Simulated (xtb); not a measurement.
1-ethynylcyclopropane-1-carbaldehyde (C6H6O), SMILES C#CC1(C=O)CC1. All values are semi-empirical tight-binding results from xtb (GFN2-xTB unless named), good for trends rather than for accurate numbers. Geometry optimised at GFN2-xTB. One conformer was computed; it need not be the lowest.

Optimised geometry:

Bonds (Å): C1–C2 1.198, C1–H8 1.049, C2–C3 1.430, C3–C4 1.479, C3–C6 1.526, C3–C7 1.526, C4–O5 1.203, C4–H9 1.108, C6–C7 1.478, C6–H10 1.080, C6–H11 1.079, C7–H12 1.079, C7–H13 1.080. Angles (°): C2–C1–H8 180.0, C1–C2–C3 180.0, C2–C3–C4 116.3, C2–C3–C6 118.5, C2–C3–C7 118.5, C4–C3–C6 116.5, C4–C3–C7 116.5, C6–C3–C7 57.9, C3–C4–O5 124.7, C3–C4–H9 113.7, O5–C4–H9 121.6, C3–C6–C7 61.0, C3–C6–H10 115.7, C3–C6–H11 116.7, C7–C6–H10 118.3, C7–C6–H11 119.2, H10–C6–H11 115.1, C3–C7–C6 61.0, C3–C7–H12 116.7, C3–C7–H13 115.7, C6–C7–H12 119.2, C6–C7–H13 118.3, H12–C7–H13 115.1.
Charge 0, spin multiplicity 1.

- point group as xtb finds it: Cs
- orbital gap: 3.71 eV
- dipole moment: 2.80 D
- zero-point energy: 61.0 kcal/mol
- G − E(el) at 298.15 K (modified RRHO): 41.5 kcal/mol
- static polarisability (D4 model): 66.2 bohr³
- solvation energy, GFN2-xTB/ALPB(water): -3.0 kcal/mol
- solvation energy, GFN2-xTB/ALPB(acetone): -7.8 kcal/mol

Q: Give the IR lines (harmonic; lines under 4 % of the strongest left out, lines within 3 cm⁻¹ merged). (Estimate from the structure and the level; the computed values follow.)

A: ν (cm⁻¹): 655 (w), 674 (w), 912 (w), 1057 (m), 1069 (w), 1326 (w), 1758 (vs), 2284 (w), 2768 (m), 3088 (w), 3118 (w) (against the strongest line: vs over 80 %, s over 45 %, m over 15 %, w over 4 %, vw less)

Computed atomic charges and the Wiberg bond orders between heavy atoms:
charges (e) C1 -0.10, C2 -0.03, C3 0.02, C4 0.22, O5 -0.34, C6 -0.05, C7 -0.05, H8 0.08, H9 0.02, H10 0.06, H11 0.05, H12 0.05, H13 0.06. Bond orders C1–C2 2.87, C2–C3 1.07, C3–C4 1.03, C4–O5 1.88, C3–C6 0.87, C3–C7 0.87, C6–C7 1.02.
